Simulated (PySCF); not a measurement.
Fill in the blanks.

B(PF3)H3.
SMILES: `[H]B([H])([H])<-P(F)(F)F`

```json
{"property": "point group", "level": "PBE0-D3(BJ)/def2-SVP", "value": "C3v"}
{"property": "rotational constants A, B, C", "level": "PBE0-D3(BJ)/def2-SVP", "value": "?"}
{"property": "dipole moment", "level": "wB97X-D/def2-SVPD", "value": "1.16 D"}
{"property": "HOMO energy", "level": "wB97X-D/def2-SVPD", "value": "-11.80 eV"}
{"property": "LUMO energy", "level": "wB97X-D/def2-SVPD", "value": "1.55 eV"}
{"property": "lowest singlet excitation", "level": "TDDFT wB97X-D/def2-SVPD", "value": "?"}
{"property": "strongest line among the 10 lowest singlet transitions", "level": "TDDFT wB97X-D/def2-SVPD", "value": "?"}
{"property": "lowest triplet excitation (Tamm–Dancoff)", "level": "TDA wB97X-D/def2-SVPD", "value": "7.57 eV"}
{"property": "static isotropic polarisability", "level": "wB97X-D/def2-SVPD", "value": "43.5 au"}
{"property": "vertical ionisation energy", "level": "ΔSCF wB97X-D/def2-SVPD", "value": "?"}
{"property": "electronic spatial extent ⟨r²⟩ about the centre of nuclear charge", "level": "wB97X-D/def2-SVPD", "value": "?"}
{"property": "1H chemical shifts (computed TMS as zero) by class", "level": "GIAO KT2/pcSseg-1", "value": "1.14 (3 H) ppm"}
{"property": "isotropic shieldings of nuclei other than C and H, by class", "level": "GIAO KT2/pcSseg-1", "value": "?"}
```

Gas-phase values; electronic properties from PySCF, density fitting. Geometry: PBE0-D3(BJ)/def2-SVP; no solvent, vibrations or thermal averaging.

Question: Give the strongest line among the 10 lowest singlet transitions.

Answer: S9 at 9.68 eV (128 nm, f = 0.453).

Question: The isotropic shieldings of nuclei other than C and H, by class?

Answer: 154 (1 B), 205 (3 F), 201 (1 P) ppm.

Question: The lowest singlet excitation?

Answer: 8.22 eV (151 nm, f = 0.000).

Question: What is the vertical ionisation energy?

Answer: 12.44 eV.

Question: The rotational constants A, B, C?

Answer: 4.445, 3.718, 3.711 GHz.

Question: The electronic spatial extent ⟨r²⟩ about the centre of nuclear charge?

Answer: 443 bohr².

The rotational constants are those of a prolate symmetric top; the small spread among constants that symmetry makes equal is optimisation noise. In wavenumbers S1 is 66300 cm⁻¹ (1 eV = 8065.54 cm⁻¹). The ΔSCF ionisation energy exceeds −ε(HOMO) by 0.64 eV with wB97X-D. The vertical singlet–triplet gap S1 − T1 is 0.65 eV (TDDFT singlet less Tamm–Dancoff triplet). A dipole of 1.16 D is allowed in C3v, and pure rotational transitions are dipole-allowed.
